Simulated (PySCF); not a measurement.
Isomers of C7H14SSi.

All values: PBE0/pcSseg-1 (PySCF) at GFN2-xTB geometries, gas phase, one conformer each.

**Question.** Rank by the lowest IAO charge on any atom, lowest value first.
A. `[CH3:1][CH2:2][C@@H:3]1[CH2:4][C@:5]1([SiH3:6])[C:7]([CH3:8])=[S:9]` with C1–C2–C3–C4 153°, C4–C5–C7–C8 7°
B. `[CH2:1]=[CH:2][Si@@H:3]1[CH2:4][C@@H:5]1[S:6][CH:7]([CH3:8])[CH3:9]` with C1–C2–Si3–C4 -148°, C4–C5–S6–C7 87°, C5–S6–C7–C8 68°
C. `[SiH3:1][S:2][C@@:3]12[CH2:4][CH2:5][CH2:6][CH2:7][C@@H:8]1[CH2:9]2` with Si1–S2–C3–C4 -80°, S2–C3–C4–C5 163°, C3–C4–C5–C6 -50°, C4–C5–C6–C7 68°, C5–C6–C7–C8 -50°

**Answer.** B (-0.530 e), A (-0.429 e), C (-0.291 e).

**Question.** Rank by the highest Hirshfeld charge on any atom, lowest value first.
A. `[CH2:1]=[CH:2][Si@@H:3]1[CH2:4][C@@H:5]1[S:6][CH:7]([CH3:8])[CH3:9]` with C1–C2–Si3–C4 -148°, C4–C5–S6–C7 87°, C5–S6–C7–C8 68°
B. `[CH3:1][CH2:2][C@@H:3]1[CH2:4][C@:5]1([SiH3:6])[C:7]([CH3:8])=[S:9]` with C1–C2–C3–C4 153°, C4–C5–C7–C8 7°
C. `[CH3:1][CH2:2][C@@H:3]1[CH2:4][C@:5]12[CH2:6][C@@H:7]2[S:8][SiH3:9]` with C1–C2–C3–C4 160°, C6–C7–S8–Si9 -158°

**Answer.** B (+0.280 e), C (+0.293 e), A (+0.328 e).

**Question.** Rank by dipole moment, highest first.
A. `[SiH3:1][S:2][C@@:3]12[CH2:4][CH2:5][CH2:6][CH2:7][C@@H:8]1[CH2:9]2` with Si1–S2–C3–C4 -80°, S2–C3–C4–C5 163°, C3–C4–C5–C6 -50°, C4–C5–C6–C7 68°, C5–C6–C7–C8 -50°
B. `[CH3:1][CH2:2][C@@H:3]1[CH2:4][C@:5]12[CH2:6][C@@H:7]2[S:8][SiH3:9]` with C1–C2–C3–C4 160°, C6–C7–S8–Si9 -158°
C. `[CH2:1]=[CH:2][Si@@H:3]1[CH2:4][C@@H:5]1[S:6][CH:7]([CH3:8])[CH3:9]` with C1–C2–Si3–C4 -148°, C4–C5–S6–C7 87°, C5–S6–C7–C8 68°
D. `[CH3:1][CH2:2][C@@H:3]1[CH2:4][C@:5]1([SiH3:6])[C:7]([CH3:8])=[S:9]` with C1–C2–C3–C4 153°, C4–C5–C7–C8 7°

**Answer.** D (3.13 D), A (1.98 D), B (1.62 D), C (1.06 D).

All values together:

```tsv
SMILES	μ (D)	HOMO (eV)	LUMO (eV)	lowest IAO charge (e)	highest IAO charge (e)	lowest Hirshfeld charge (e)	highest Hirshfeld charge (e)
C=C[Si@@H]1C[C@@H]1SC(C)C	1.06	-6.08	-0.65	-0.530 (C)	+0.803 (Si)	-0.177 (C)	+0.328 (Si)
CC[C@@H]1C[C@]1([SiH3])C(C)=S	3.13	-6.32	-2.01	-0.429 (C)	+0.608 (Si)	-0.119 (C)	+0.280 (Si)
[SiH3]S[C@@]12CCCC[C@@H]1C2	1.98	-6.72	0.37	-0.291 (C)	+0.539 (Si)	-0.096 (C)	+0.288 (Si)
CC[C@@H]1C[C@]12C[C@@H]2S[SiH3]	1.62	-6.70	0.32	-0.415 (C)	+0.549 (Si)	-0.118 (C)	+0.293 (Si)
```

Conformers: `[CH2:1]=[CH:2][Si@@H:3]1[CH2:4][C@@H:5]1[S:6][CH:7]([CH3:8])[CH3:9]` with C1–C2–Si3–C4 -148°, C4–C5–S6–C7 87°, C5–S6–C7–C8 68°; `[CH3:1][CH2:2][C@@H:3]1[CH2:4][C@:5]1([SiH3:6])[C:7]([CH3:8])=[S:9]` with C1–C2–C3–C4 153°, C4–C5–C7–C8 7°; `[SiH3:1][S:2][C@@:3]12[CH2:4][CH2:5][CH2:6][CH2:7][C@@H:8]1[CH2:9]2` with Si1–S2–C3–C4 -80°, S2–C3–C4–C5 163°, C3–C4–C5–C6 -50°, C4–C5–C6–C7 68°, C5–C6–C7–C8 -50°; `[CH3:1][CH2:2][C@@H:3]1[CH2:4][C@:5]12[CH2:6][C@@H:7]2[S:8][SiH3:9]` with C1–C2–C3–C4 160°, C6–C7–S8–Si9 -158°.
